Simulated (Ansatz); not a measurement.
System: C$_{3}$H$_{9}$BS, net charge 0, singlet state. SMILES: CSB(C)C
Structure (B3LYP-D3(BJ)/def2-TZVP (Ansatz, a first-principles code) minimum search):
```xyz
14

C      1.8124     0.6402    -0.8746
S      0.9797    -0.2174     0.5017
B     -0.7730    -0.1361     0.1361
C     -1.7281    -0.8125     1.1835
C     -1.3237     0.5703    -1.1564
H      1.4941     1.6789    -0.9317
H      2.8818     0.6054    -0.6772
H      1.6081     0.1423    -1.8201
H     -2.4438    -0.0732     1.5602
H     -1.2299    -1.2701     2.0390
H     -2.3319    -1.5812     0.6883
H     -1.0259     1.6232    -1.1924
H     -2.4121     0.5295    -1.2255
H     -0.9140     0.1156    -2.0640
```
Charge 0, spin multiplicity 1.

Property: atomisation energy (electronic, to ground-state atoms), in eV. Valence correlation only, unless marked. UHF or UKS for open shells. Spin-orbit coupling is left out. No relativistic terms. The coupled-cluster limit lacks core correlation, which all-electron functionals hold. CBS(X,Y): correlation extrapolated as X^-3; Hartree-Fock from the larger set.

```json
[
 {"level": "revPBE/def2-TZVPD", "program": "Ansatz", "atomisation energy (eV)": "?"},
 {"level": "B2PLYP-D4/def2-TZVPD", "program": "Ansatz + dftd4", "atomisation energy (eV)": "54.99"},
 {"level": "CCSD/cc-pV(T+d)Z", "program": "Ansatz", "atomisation energy (eV)": "53.53"},
 {"level": "CCSD(T)/CBS(cc-pV(T+d)Z,cc-pV(Q+d)Z)", "program": "Ansatz", "atomisation energy (eV)": "?"}
]
```

Q: Some entries are withheld; supply them.

A: 
- revPBE/def2-TZVPD, atomisation energy (eV): 54.42
- CCSD(T)/CBS(cc-pV(T+d)Z,cc-pV(Q+d)Z), atomisation energy (eV): 55.40
